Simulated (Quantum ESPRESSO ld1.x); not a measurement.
The numbers below are computed, except where a source is named.
Species: Mg. Configuration: [Ne] 3s2. Code: ld1.x of Quantum ESPRESSO 7.5. Model: Dirac Kohn-Sham, PW91, spin-unpolarised, spherical densities, point nucleus.

Normalised radial functions P(r) = r R(r) (large component), r in bohr:

r          2p1/2   2p3/2    3s1/2
0.004753  0.0013  0.0012   0.0205
0.006868  0.0026  0.0024   0.0288
0.01      0.0053  0.0050   0.0403
0.01457   0.0108  0.0104   0.0553
0.02122   0.0218  0.0211   0.0740
0.03066   0.0427  0.0417   0.0945
0.04465   0.0830  0.0816   0.1139
0.06503   0.1561  0.1540   0.1236
0.09471   0.2798  0.2770   0.1102
0.1368    0.4648  0.4613   0.0599
0.1993    0.7142  0.7103  -0.0361
0.2903    0.9748  0.9712  -0.1564
0.4228    1.1406  1.1383  -0.2385
0.6108    1.0993  1.0990  -0.2019
0.8897    0.8343  0.8360  -0.0090
1.296     0.4692  0.4714   0.2793
1.887     0.1785  0.1800   0.5237
2.749     0.0405  0.0411   0.5934
3.971     0.0046  0.0047   0.4416
5.784     0.0002  0.0002   0.2018
8.424     0.0000  0.0000   0.0536

2p1/2: eigenvalue -46.940 eV, 0 radial nodes, <r> = 0.687 bohr, 90 % of the charge inside 1.17 bohr. 2p3/2: eigenvalue -46.651 eV, 0 radial nodes, <r> = 0.690 bohr, 90 % of the charge inside 1.18 bohr. 3s1/2: eigenvalue -4.737 eV, 2 radial nodes at r = 0.176, 0.901 bohr, <r> = 3.15 bohr, 90 % of the charge inside 4.87 bohr.
